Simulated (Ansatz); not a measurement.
Ansatz (a program for electronic structure) input file for Hf(I)2(NH2)2 (H4HfI2N2), SMILES [NH2][Hf]([NH2])([I])[I], multiplicity 1, PBE-D3(BJ)/def2-SVP. 

Ansatz 0.2 input:
```yaml
crystal:
  periodic: [false, false, false]
  atoms:
    - {symbol: Hf, position_ang: [-0.00126495, 0.68960209, 0.00000000]}
    - {symbol: I, position_ang: [0.00597690, -0.80572613, -2.31103867]}
    - {symbol: I, position_ang: [0.00597690, -0.80572613, 2.31103867]}
    - {symbol: N, position_ang: [1.57039292, 1.94389040, -0.00000000]}
    - {symbol: H, position_ang: [2.05771242, 2.28336779, -0.83031004]}
    - {symbol: H, position_ang: [2.05771242, 2.28336779, 0.83031003]}
    - {symbol: N, position_ang: [-1.62902794, 1.87990893, -0.00000000]}
    - {symbol: H, position_ang: [-2.58680367, 1.52416364, 0.00000000]}
    - {symbol: H, position_ang: [-1.66065114, 2.89812470, -0.00000000]}
basis:
  gaussian:
    orbitals: def2-SVP
hamiltonian:
  xc: pbe
  dispersion: d3bj
relax: {f_tol: 0.002, max_steps: 200}
```

Log of the run:

```
WARN ansatz: RAYON_NUM_THREADS=1 ignored (pool sized by the plan → 1); use --threads N
Functional definition: PBE
integrals: 0.09 GiB planned
1522 factors; their error is unknown
mean field: 0.45 GiB planned
mean field evaluation 1: about -20536.1314 eV, gradient 9.2e1 eV
mean field evaluation 2: about -20402.6274 eV, gradient 2.2e2 eV
mean field evaluation 4: about -20548.4236 eV, gradient 4.1e1 eV
mean field evaluation 8: about -20553.6330 eV, gradient 5.8e-1 eV
mean field evaluation 16: about -20553.5582 eV, gradient 7.5e-4 eV
mean field -20553.55816388 eV, -755.3293308205 hartree, gradient 3.4e-5 eV, S^2 0.000000; 0 other end points of the search recorded, 0 dependent functions left out
the calculation of the forces begins
reference -20553.55823169 eV, -755.3293333125 hartree; 40, 40 occupied and 92, 92 virtual orbitals, 1522 factors
relax step   1: F+E_penalty+E_count = -20553.81134985 eV  Δ(F+E_penalty+E_count) = +0.000e0 eV  max|allowed force component| = 3.008e-1 eV/Å  Δτ_max = 0.0000 Å  (33 SCF iters, accepted)
these checks for a lower state are left out or cut short: starts, cluster_reference, orbital_swaps, neighbouring_geometries, increment
integrals: 0.09 GiB planned
1522 factors; their error is unknown
mean field: 0.45 GiB planned
mean field -20553.56208618 eV, -755.3294749622 hartree, gradient 2.1e-5 eV, S^2 0.000000; 0 other end points of the search recorded, 0 dependent functions left out
the calculation of the forces begins
reference -20553.56215392 eV, -755.3294774518 hartree; 40, 40 occupied and 92, 92 virtual orbitals, 1522 factors
relax step   2: F+E_penalty+E_count = -20553.81572822 eV  Δ(F+E_penalty+E_count) = -4.378e-3 eV  max|allowed force component| = 8.580e-2 eV/Å  Δτ_max = 0.0099 Å  (33 SCF iters, accepted)
these checks for a lower state are left out or cut short: starts, cluster_reference, orbital_swaps, neighbouring_geometries, increment
integrals: 0.09 GiB planned
1522 factors; their error is unknown
mean field: 0.45 GiB planned
mean field evaluation 32: about -20553.6382 eV, gradient 1.2e-2 eV
mean field -20553.56251986 eV, -755.3294909000 hartree, gradient 2.1e-5 eV, S^2 0.000000; 0 other end points of the search recorded, 0 dependent functions left out
the calculation of the forces begins
reference -20553.56258766 eV, -755.3294933914 hartree; 40, 40 occupied and 92, 92 virtual orbitals, 1522 factors
relax step   3: F+E_penalty+E_count = -20553.81589754 eV  Δ(F+E_penalty+E_count) = -1.693e-4 eV  max|allowed force component| = 3.581e-2 eV/Å  Δτ_max = 0.0160 Å  (32 SCF iters, accepted)
these checks for a lower state are left out or cut short: starts, cluster_reference, orbital_swaps, neighbouring_geometries, increment
integrals: 0.09 GiB planned
1522 factors; their error is unknown
mean field: 0.45 GiB planned
mean field -20553.56275260 eV, -755.3294994529 hartree, gradient 2.1e-5 eV, S^2 0.000000; 0 other end points of the search recorded, 0 dependent functions left out
the calculation of the forces begins
reference -20553.56282037 eV, -755.3295019433 hartree; 40, 40 occupied and 92, 92 virtual orbitals, 1522 factors
relax step   4: F+E_penalty+E_count = -20553.81616513 eV  Δ(F+E_penalty+E_count) = -2.676e-4 eV  max|allowed force component| = 1.506e-2 eV/Å  Δτ_max = 0.0095 Å  (32 SCF iters, accepted)
these checks for a lower state are left out or cut short: starts, cluster_reference, orbital_swaps, neighbouring_geometries, increment
integrals: 0.09 GiB planned
1522 factors; their error is unknown
mean field: 0.45 GiB planned
mean field -20553.56278370 eV, -755.3295005956 hartree, gradient 2.0e-5 eV, S^2 0.000000; 0 other end points of the search recorded, 0 dependent functions left out
the calculation of the forces begins
reference -20553.56285147 eV, -755.3295030862 hartree; 40, 40 occupied and 92, 92 virtual orbitals, 1522 factors
relax step   5: F+E_penalty+E_count = -20553.81617562 eV  Δ(F+E_penalty+E_count) = -1.049e-5 eV  max|allowed force component| = 5.036e-3 eV/Å  Δτ_max = 0.0039 Å  (33 SCF iters, accepted)
these checks for a lower state are left out or cut short: starts, cluster_reference, orbital_swaps, neighbouring_geometries, increment
integrals: 0.09 GiB planned
1522 factors; their error is unknown
mean field: 0.45 GiB planned
mean field -20553.56279985 eV, -755.3295011893 hartree, gradient 2.1e-5 eV, S^2 0.000000; 0 other end points of the search recorded, 0 dependent functions left out
the calculation of the forces begins
reference -20553.56286762 eV, -755.3295036799 hartree; 40, 40 occupied and 92, 92 virtual orbitals, 1522 factors
relax step   6: F+E_penalty+E_count = -20553.81618299 eV  Δ(F+E_penalty+E_count) = -7.373e-6 eV  max|allowed force component| = 2.438e-3 eV/Å  Δτ_max = 0.0021 Å  (33 SCF iters, accepted)
these checks for a lower state are left out or cut short: starts, cluster_reference, orbital_swaps, neighbouring_geometries, increment
integrals: 0.09 GiB planned
1522 factors; their error is unknown
mean field: 0.45 GiB planned
mean field evaluation 64: about -20553.6386 eV, gradient 1.4e-4 eV
mean field -20553.56280693 eV, -755.3295014494 hartree, gradient 2.0e-5 eV, S^2 0.000000; 0 other end points of the search recorded, 0 dependent functions left out
the calculation of the forces begins
reference -20553.56287470 eV, -755.3295039399 hartree; 40, 40 occupied and 92, 92 virtual orbitals, 1522 factors
relax step   7: F+E_penalty+E_count = -20553.81618353 eV  Δ(F+E_penalty+E_count) = -5.423e-7 eV  max|allowed force component| = 7.525e-4 eV/Å  Δτ_max = 0.0007 Å  (34 SCF iters, accepted)
integrals: 0.09 GiB planned
1522 factors; their error is unknown
mean field: 0.45 GiB planned
mean field evaluation 96: about -20553.5628 eV, gradient 1.7e-4 eV
mean field -20553.56280693 eV, -755.3295014494 hartree, gradient 2.0e-5 eV, S^2 0.000000; 1 other end points of the search recorded, 0 dependent functions left out
the calculation of the forces begins
reference -20553.56287470 eV, -755.3295039399 hartree; 40, 40 occupied and 92, 92 virtual orbitals, 1522 factors
Total energy: -20553.81625131 eV, -755.3388153585 hartree
Atom 0 at     0.003839     0.680385    -0.000000 Å, force     0.000114    -0.000315     0.000000 eV/Å
Atom 1 at    -0.002926    -0.801168    -2.313463 Å, force     0.000000     0.000068     0.000074 eV/Å
Atom 2 at    -0.002926    -0.801168     2.313463 Å, force     0.000000     0.000068    -0.000074 eV/Å
Atom 3 at     1.567869     1.945481    -0.000000 Å, force     0.000522     0.000174    -0.000000 eV/Å
Atom 4 at     2.058776     2.287489    -0.835654 Å, force    -0.000035    -0.000051    -0.000063 eV/Å
Atom 5 at     2.058776     2.287489     0.835654 Å, force    -0.000035    -0.000051     0.000063 eV/Å
Atom 6 at    -1.621264     1.876408    -0.000000 Å, force    -0.000752     0.000752    -0.000000 eV/Å
Atom 7 at    -2.584369     1.514841    -0.000000 Å, force    -0.000230    -0.000506    -0.000000 eV/Å
Atom 8 at    -1.657752     2.901216     0.000000 Å, force     0.000416    -0.000138     0.000000 eV/Å
Dipole moment:     0.017466     0.770192     0.000000 e Å
```

Self-consistency was reached.

Cost: about 50 core-seconds (a rough figure).
